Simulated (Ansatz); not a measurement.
B₂H₅NSi, SMILES `NB1B[SiH2]1`. The species carries charge 0 and has multiplicity 1. Geometry: relaxed with PBE0-D4/def2-TZVP. It is one conformer, not always the lowest.

```xyz
9

N    -0.925   -1.605    0.347
B    -0.657   -0.278    0.517
B    -0.278    1.220    0.578
Si    1.040    1.049   -0.727
H    -1.791   -1.938   -0.047
H    -0.287   -2.338    0.610
H    -0.416    2.090    1.374
H     1.122   -0.145   -1.611
H     2.192    1.945   -1.041
```

What is the dipole moment at PBE/def2-TZVPP? (Best estimate.)

The calculation gave: 3.71 D, with components (-0.61, -3.63, -0.48) D in this frame, pointing from negative to positive charge.

And with r2SCAN, B3LYP, ωB97M-V? (Estimate.)

Ansatz gave: r2SCAN 3.75 D, B3LYP 3.69 D, ωB97M-V 3.76 D.

Give the Mulliken charges with PBE, B3LYP, ωB97M-V in def2-TZVPP. (An estimate is asked.)

Computed: 
```csv
atom,PBE,B3LYP,ωB97M-V
N1,-0.22,-0.22,-0.21
B2,0.03,0.08,0.12
B3,-0.14,-0.17,-0.28
Si4,0.00,0.03,-0.01
H5,0.19,0.18,0.16
H6,0.19,0.18,0.16
H7,0.04,0.05,0.11
H8,-0.05,-0.06,-0.02
H9,-0.05,-0.06,-0.02
```

B3LYP here is the variant with VWN-RPA as its local correlation; programs differ in this.
